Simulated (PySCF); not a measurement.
Geometry (Å), atoms numbered from 1 in this order:
```xyz
25

C     3.0105   -0.6259   -0.8425
O     1.9817   -0.1042   -0.0555
C     0.7832    0.0431   -0.7408
N    -0.2216    0.6187    0.1564
C     0.1629    1.9889    0.5220
B    -1.6932    0.5433   -0.6221
C    -2.2523   -0.9110   -0.1213
C    -1.2123   -1.4510    0.8761
C    -0.4319   -0.2408    1.3554
H     3.2470    0.0330   -1.7002
H     3.9037   -0.7132   -0.2102
H     2.7586   -1.6281   -1.2387
H     0.4038   -0.9233   -1.1164
H     0.8822    0.7252   -1.6046
H    -0.5948    2.3974    1.2003
H     1.1534    1.9952    0.9986
H     0.1822    2.6047   -0.3867
H    -1.4464    0.6716   -1.8186
H    -2.3215    1.5041   -0.1893
H    -3.2239   -0.7899    0.3835
H    -2.4209   -1.6323   -0.9363
H    -0.5240   -2.1678    0.3972
H    -1.6429   -1.9860    1.7376
H    -1.0429    0.3564    2.0479
H     0.5333   -0.4633    1.8343
```

Geometry: PBE0-D3(BJ)/def2-SVP; GIAO absolute shieldings from PySCF 2.14, gas phase, non-relativistic, averaged over equivalent atoms.

At HF/pcSseg-1 (233 basis functions, 48 s wall time on 1 thread of an Arm Neoverse N1, shared host):
```json
{"atoms": "C3", "σ (ppm)": "114.9"}
{"atoms": "C9", "σ (ppm)": "138.7"}
{"atoms": "C1", "σ (ppm)": "140.2"}
{"atoms": "C5", "σ (ppm)": "147.4"}
{"atoms": "C8", "σ (ppm)": "168.6"}
{"atoms": "C7", "σ (ppm)": "183.1"}
{"atoms": "O2", "σ (ppm)": "335.1"}
{"atoms": "N4", "σ (ppm)": "208.5"}
{"atoms": "B6", "σ (ppm)": "119.1"}
{"atoms": "H13", "σ (ppm)": "28.27"}
{"atoms": "H10/H11/H12", "σ (ppm)": "28.55"}
{"atoms": "H14", "σ (ppm)": "28.63"}
{"atoms": "H25", "σ (ppm)": "28.88"}
{"atoms": "H15/H16/H17", "σ (ppm)": "29.32"}
{"atoms": "H24", "σ (ppm)": "29.76"}
{"atoms": "H19", "σ (ppm)": "29.77"}
{"atoms": "H18", "σ (ppm)": "29.91"}
{"atoms": "H23", "σ (ppm)": "30.21"}
{"atoms": "H22", "σ (ppm)": "30.48"}
{"atoms": "H20", "σ (ppm)": "30.90"}
{"atoms": "H21", "σ (ppm)": "31.19"}
```

**Question.** What do these become at PBE0/pcSseg-1?

**Answer.** 
```
      atoms  σ at PBE0/pcSseg-1  change
         C3                98.8   -16.1
         C9               125.9   -12.8
         C1               128.7   -11.5
         C5               136.8   -10.6
         C8               158.5   -10.1
         C7               174.1    -9.0
         O2               306.1   -29.0
         N4               181.9   -26.6
         B6               109.2    -9.9
        H13               27.45   -0.82
H10/H11/H12               27.96   -0.59
        H14               27.95   -0.68
        H25               28.22   -0.66
H15/H16/H17               28.78   -0.54
        H24               29.10   -0.66
        H19               29.03   -0.74
        H18               29.13   -0.78
        H23               29.59   -0.62
        H22               29.81   -0.67
        H20               30.26   -0.64
        H21               30.56   -0.63
```

The largest change is at O2 (ether oxygen). Cost: 233 basis functions, 100 s wall time on 1 thread of an Arm Neoverse N1, shared host. The order of the carbon signals is the same at both levels.

A carbon bonded to boron is broadened by the quadrupolar boron nucleus and is often missing from a measured spectrum.
